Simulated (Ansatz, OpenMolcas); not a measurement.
Computed against measured: atomisation enthalpy at 298 K

6 molecules; the atomisation enthalpy at 298 K in kJ/mol, computed less measured. Shapes, held fixed at every level: PBE0-D4/def2-TZVP. Flexible molecules stand in one conformer, not always the lowest. Thermal terms are harmonic and unscaled (PBE0-D4/def2-TZVP); the spin-orbit lowering of the free atoms is taken from their spectra. Programs: Ansatz 0.2.0, OpenMolcas 26.06. A level may come from different programs for different species; with the same settings they agree closely. Measured values: Active Thermochemical Tables.

Levels: A = TPSS/def2-SVPD; B = B3LYP/6-31G* (Cartesian functions); C = wB97M-V/def2-TZVPP.

```
                          molecule  from tabulated heats    A    B    C
         CClF3 (SMILES FC(F)(F)Cl)                  1787  +10  -13  +14
           CH2Br2 (dibromomethane)                  1373  +13  -38  -13
CHBrClF (bromochlorofluoromethane)                  1479  +13  -44   -1
                    C3H4 (propyne)                  2837  +25  -30   -1
              C2H4F2 (SMILES FCCF)                  2915  +48  -14   +3
               C3H6 (SMILES C1CC1)                  3405  +57  -19   +8
```

**Question.** Which level does best on this set, which worst, and which err to one side?

**Answer.** 
```
                             level                    kind  mean error  mean absolute error  worst case
                    TPSS/def2-SVPD                meta-GGA       +27.7                 27.7        C3H6
B3LYP/6-31G* (Cartesian functions)           global hybrid       -26.3                 26.3     CHBrClF
                wB97M-V/def2-TZVPP  range-separated hybrid        +1.7                  6.7       CClF3
```

On this set wB97M-V/def2-TZVPP has the smallest mean absolute error and TPSS/def2-SVPD the largest. Without C3H6 the largest would be that of B3LYP/6-31G* (Cartesian functions). TPSS/def2-SVPD is too high in 6 of 6; B3LYP/6-31G* (Cartesian functions) is too low in 6 of 6. The molecules' own spin-orbit binding is left out, so errors for heavy halides read too negative. Heats of the atoms come from ATcT where it has them. The levels differ in basis as well as in method. The largest two are near a tie. For TPSS/def2-SVPD the error tends to grow with the atomisation enthalpy. Relativity is left out for Br. The set is small.
